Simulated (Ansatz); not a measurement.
A structure relaxed at B3LYP-D4/def2-SVPD in Ansatz, charge -1, singlet:

| atom | x (Å) | y (Å) | z (Å) |
| --- | --- | --- | --- |
| Rb1 | 0.493 | 1.701 | -1.124 |
| Rb2 | -0.456 | 0.650 | 3.217 |
| Rb3 | -0.744 | -2.400 | -0.102 |
| Rb4 | 3.129 | -1.022 | 1.116 |
| H5 | -1.812 | -0.499 | -2.391 |
| H6 | 2.044 | 2.001 | 1.642 |
| H7 | -2.061 | 0.568 | 0.414 |
| H8 | -1.983 | -0.168 | -1.715 |
| H9 | 1.389 | -0.831 | -1.056 |

Problem. Give its formula.

Solution. the cluster Rb4H5⁻ (the lowest singlet isomer of a short search).

Problem. Summarise the bond lengths by kind (pairs closer than 1.2 times the sum of covalent radii, bridged metal pairs left out).

Solution. 3 × Rb–Rb 4.48 to 4.57 Å; 3 × H–Rb 2.69 to 2.81 Å.

In the def2 sets Rb takes a core potential; there is no spin–orbit coupling. The restricted singlet is unstable towards broken spin symmetry at other levels; at B3LYP-D4/def2-SVPD this wasn't settled. The highest occupied level of the charge -1 singlet lies above zero (up to 0.33 eV). The electron is either unbound and held by the finite basis, or the level is raised by self-interaction error. In the singlet, H5 and H8 lie 0.77 Å apart (atoms count from 1), so H2 has formed as a molecule. The structure comes from a short search, and lower isomers may exist.
